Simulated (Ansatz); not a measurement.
One change: `[OH][Hf]([F])([Cl])[Cl]` becomes `[F][Hf]([Cl])([Cl])[Cl]`.

Ansatz, PBE0-D4/def2-TZVP geometries, multiplicity 1. Each molecule was computed in one conformer, which needn't be the lowest.

Elements past krypton have def2 core potentials.

| property | `[OH][Hf]([F])([Cl])[Cl]` |
| --- | --- |
| HOMO energy (B3LYP/def2-TZVPP) / eV | -9.07 |
| size of the dipole moment (ωB97M-V/def2-TZVPP) / D | 2.84 |
| ideal-gas entropy at 298 K and 1 bar (rigid rotor, harmonic PBE0-D4/def2-TZVP) / J/(mol·K) | 388 |
| HOMO energy (ωB97M-V/def2-TZVPP) / eV | -11.60 |
| LUMO energy (B3LYP/def2-TZVPP) / eV | -1.36 |
| LUMO energy (PBE0/def2-TZVPP) / eV | -1.14 |

**Question.** Give the same properties after the change, and the shifts. (Estimate.)

**Answer.** Computed: 
```
                                                                                  property  `[F][Hf]([Cl])([Cl])[Cl]`  shift
                                                       HOMO energy (B3LYP/def2-TZVPP) / eV                      -9.40  -0.33
                                        size of the dipole moment (ωB97M-V/def2-TZVPP) / D                       0.06  -2.78
ideal-gas entropy at 298 K and 1 bar (rigid rotor, harmonic PBE0-D4/def2-TZVP) / J/(mol·K)                        375    -13
                                                     HOMO energy (ωB97M-V/def2-TZVPP) / eV                     -11.90  -0.30
                                                       LUMO energy (B3LYP/def2-TZVPP) / eV                      -2.07  -0.71
                                                        LUMO energy (PBE0/def2-TZVPP) / eV                      -1.88  -0.74
```

With PBE0 the HOMO falls by 0.34 eV and the LUMO falls by 0.74 eV, so the gap narrows by about 0.40 eV. PBE moves the HOMO by -0.36 eV and ωB97M-V by -0.30 eV. The zero-point energy changes by -29.2 kJ/mol with -3 modes. Dipoles are sizes alone; their direction can turn.

B3LYP here is the variant with VWN-RPA as its local correlation; programs differ in this.
